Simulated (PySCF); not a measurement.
## Correlation energy of Sb+ (antimony, charge +1)

[Kr] 4d10 5s2 5p1 5d1, one real determinant (an excited configuration). Calculation: PySCF 2.14, in aug-cc-pwCVTZ-DK3 (10s9p7d4f1g, 109 functions); the spin-free X2C one-electron Hamiltonian (Gaussian nucleus). Frozen: [Kr] 4d10; 4 electrons correlated.

MP2 pair energies summed by pair of shells (mhartree):

| pair | energy | share (%) |
| --- | --- | --- |
| 5s-5s | -19.47 | 36.7 |
| 5s-5p | -15.64 | 29.5 |
| 5s-5d | -14.57 | 27.5 |
| 5p-5d | -3.35 | 6.3 |

Total MP2 correlation energy: -53.03 mhartree.

Same-spin part -9.01 and opposite-spin part -44.03 mhartree; SCS-MP2 scales them by 1/3 and 6/5 to -55.83 mhartree.

The reference is one real determinant that mixes LS terms of this configuration.
